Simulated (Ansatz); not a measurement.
Start from `C[SiH](F)CF` and change one atom or group to get `C[SiH](F)[SeH]`.

Ansatz, PBE0-D4/def2-TZVP geometries, multiplicity 1. Each molecule was computed in one conformer, which needn't be the lowest.

Scalar relativity is left out up to krypton.

```csv
property,`C[SiH](F)CF`
HOMO energy (PBE/def2-TZVPP) / eV,-7.05
HOMO–LUMO gap (PBE/def2-TZVPP) / eV,6.35
LUMO energy (ωB97M-V/def2-TZVPP) / eV,2.07
size of the dipole moment (B3LYP/def2-TZVPP) / D,0.69
HOMO energy (B3LYP/def2-TZVPP) / eV,-8.38
HOMO–LUMO gap (PBE0/def2-TZVPP) / eV,8.86
```

Question: Give the same properties after the change, and the shifts. (Best estimate.)

Answer: The calculation gave: 
```csv
property,`C[SiH](F)[SeH]`,shift
HOMO energy (PBE/def2-TZVPP) / eV,-6.14,0.91
HOMO–LUMO gap (PBE/def2-TZVPP) / eV,5.28,-1.07
LUMO energy (ωB97M-V/def2-TZVPP) / eV,1.86,-0.21
size of the dipole moment (B3LYP/def2-TZVPP) / D,1.91,1.22
HOMO energy (B3LYP/def2-TZVPP) / eV,-7.06,1.32
HOMO–LUMO gap (PBE0/def2-TZVPP) / eV,7.33,-1.53
```

With PBE0 the HOMO rises by 1.28 eV and the LUMO falls by 0.24 eV, so the gap narrows by about 1.52 eV. PBE moves the HOMO by 0.91 eV and ωB97M-V by 1.41 eV. Dipoles are sizes alone; their direction can turn.

B3LYP here is the variant with VWN-RPA as its local correlation; programs differ in this.

Spin–orbit coupling is left out; it splits and shifts lone-pair levels of the heavy atoms by tenths of an eV.
